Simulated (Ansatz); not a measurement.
Compare A (`C=C[SiH2][GeH3]`) with its isomer B (`C1[CH2][GeH2][SiH2]1`).

Program: Ansatz. Geometries: PBE0-D4/def2-TZVP. ΔE: electronic, gas phase. CBS: MP2 limit from def2 TZ/QZ plus the TZ coupled-cluster correction, frozen cores. Functionals use def2-TZVPP. B3LYP here is the variant with VWN-RPA as its local correlation; programs differ in this. For Ge outer-core shells are correlated without core-valence functions, which leaves a few kJ/mol of doubt a bond. Scalar relativity is left out up to krypton. One conformer a species, not always the lowest.

Q: Which isomer does CCSD(T)/CBS put lower? Give the gap. (Best estimate.)

A: Computed: B, by 25.1 kJ/mol.

Q: Give E(B) − E(A) in kJ/mol with B3LYP, PBE-D4, CCSD/def2-TZVPP, MP2/def2-TZVPP, B3LYP-D4, HF/def2-TZVPP, ωB97M-V. (An estimate is asked.)

A: The calculation gave: B3LYP -6.2, PBE-D4 -30.9, CCSD/def2-TZVPP -20.7, MP2/def2-TZVPP -35.8, B3LYP-D4 -10.6, HF/def2-TZVPP 9.8, ωB97M-V -26.8. The order is the other way round with HF/def2-TZVPP.

Largest T1 diagnostic: 0.012.

The D4 term adds −4.4 kJ/mol with B3LYP and −2.0 kJ/mol with PBE0; it sums over pairs of atoms, weighted by their polarisabilities, and B3LYP, whose exchange is more repulsive, gets the larger term. In def2-TZVPP, CCSD(T) changes the Hartree–Fock value by −32.5 kJ/mol (the triples alone add −2.0 kJ/mol) and MP2 by −45.7 kJ/mol.
